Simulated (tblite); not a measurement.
C₅H₁₄N₂.
Numbering: `[CH3:1][CH2:2][N:3]([CH3:4])[CH2:5][CH2:6][NH2:7]` (hydrogens: H8, H9, H10 on C1; H11, H12 on C2; H13, H14, H15 on C4; H16, H17 on C5; H18, H19 on C6; H20, H21 on N7)

Geometry (GFN2-xTB, Å), atoms numbered from 1 in this order:
```
atom  x, y, z in Å
C1    -2.1095    1.5200    0.1542
C2    -1.1368    0.6177    0.9070
N3    -0.2102   -0.0586    0.0123
C4    -0.8754   -1.0635   -0.7921
C5     0.9371   -0.6108    0.7170
C6     2.1293   -0.8112   -0.2356
N7     2.4696    0.3737   -0.9996
H8    -2.8632    0.9458   -0.3777
H9    -2.6188    2.1735    0.8584
H10   -1.5651    2.1312   -0.5610
H11   -0.5443    1.2428    1.5808
H12   -1.7023   -0.1017    1.5265
H13   -1.6664   -0.5976   -1.3745
H14   -0.1639   -1.5064   -1.4850
H15   -1.3138   -1.8673   -0.1783
H16    0.6976   -1.5641    1.2198
H17    1.2377    0.1072    1.4859
H18    1.9186   -1.6123   -0.9481
H19    3.0023   -1.1097    0.3514
H20    2.7307    1.1250   -0.3675
H21    1.6379    0.6832   -1.4944
```

Computed values, GFN2-xTB/tblite, gas phase, harmonic and unscaled. Errors from tens to a few hundred cm⁻¹ against measured bands are possible. One conformer, not necessarily the lowest.

Harmonic wavenumbers (cm⁻¹): 45.1, 55.0, 108.9, 172.6, 220.5, 226.6, 294.1, 328.4, 383.4, 395.4, 453.2, 525.4, 801.8, 831.2, 886.1, 931.7, 959.6, 996.1, 1046.3, 1064.7, 1084.7, 1094.8, 1112.1, 1123.8, 1149.6, 1214.7, 1225.5, 1265.6, 1292.3, 1318.3, 1321.3, 1339.1, 1376.4, 1408.4, 1416.6, 1471.7, 1482.2, 1484.1, 1488.3, 1492.5, 1501.8, 1512.9, 1578.8, 2800.3, 2812.2, 2841.5, 2947.6, 2957.1, 2962.4, 2973.1, 3031.7, 3035.8, 3041.0, 3044.9, 3046.8, 3374.6, 3400.8.

A = 4379, B = 1442, C = 1362 MHz; mass 102.116 u (most abundant isotopes); point group C1, symmetry number 1.

Task: Zero-point energy?

Result: Half the sum of the wavenumbers: 41876 cm⁻¹ = 119.73 kcal/mol.

Task: Give the ideal-gas entropy at 350 K and 1 bar in the rigid-rotor, harmonic-oscillator model (classical rotation).

Result: Translation 40.60, rotation 28.49, vibration 31.76: S = 100.9 cal/(mol K).

Task: And Cp and H(350 K) − H(0)?

Result: Cp = 40.43 cal/(mol K), of which vibrations give 32.48 (their classical limit is 57 R = 113.3); H(350 K) − H(0) = 8.48 kcal/mol without the zero-point energy, 5.70 from vibrations.

Task: Which modes carry the vibrational entropy at 350 K?

Result: 45.1 cm⁻¹: 5.34; 55.0 cm⁻¹: 4.95; 108.9 cm⁻¹: 3.60; 172.6 cm⁻¹: 2.71; 220.5 cm⁻¹: 2.25; 226.6 cm⁻¹: 2.20 cal/(mol K); the other 51 give 10.72 together.

Task: What must be added to the electronic energy to get the Gibbs energy at 350 K and 1 bar?

Result: ZPE + [H(350 K) − H(0)] − T·S = 119.73 + 8.48 − 35.30 = 92.91 kcal/mol.

Hindered rotation and anharmonicity are outside this model. Other conformers, if any are populated, would add a mixing term that is left out. The structure is chiral; the term R ln 2 for an equal mix with its mirror image is left out.
